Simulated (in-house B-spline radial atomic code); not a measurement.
# Zn IX (Zn8+): [Ne] 3s2 (3p1/2)1 (3p3/2)4 (3d3/2)2 (3d5/2)2 (6p3/2)1 (an excited or competing configuration)

All numbers are computed (Dirac-Hartree-Fock, average of the jj configuration; Fermi nucleus of rms radius 3.9283 fm) with a B-spline radial code for spherical atoms, not measured.

Screening seen three ways: the hydrogenic charge with the same mean radius, Z_r = [3n² - l(l+1)]/(2<r>), the one with the same energy, Z_e = n√(-2ε), and Slater's rules. Values are occupation-weighted means over j.

| shell | electrons | ε (eV) | <r> (bohr) | Z_r | Z_e | Slater |
| --- | --- | --- | --- | --- | --- | --- |
| 1s | 2 | -9968.7 | 0.05028 | 29.83 | 27.07 | 29.70 |
| 2s | 2 | -1468 | 0.2244 | 26.73 | 20.77 | 25.85 |
| 2p | 6 | -1299.2 | 0.1975 | 25.32 | 19.54 | 25.85 |
| 3s | 2 | -360.45 | 0.633 | 21.33 | 15.44 | 19.10 |
| 3p | 5 | -306.5 | 0.6423 | 19.46 | 14.24 | 19.10 |
| 3d | 4 | -227.16 | 0.6281 | 16.72 | 12.26 | 11.95 |
| 6p | 1 | -41.303 | 4.365 | 12.14 | 10.45 | 9.00 |

The least bound orbital is 6p3/2 at -41.3 eV, and it is also the most diffuse (<r> = 4.365 bohr).

For the 1s electron the small component carries 1.17 % of the norm, the zero-frequency Breit interaction raises the level by 13.17 eV, self-energy by 6.727 eV, and vacuum polarisation lowers it by 0.6236 eV.
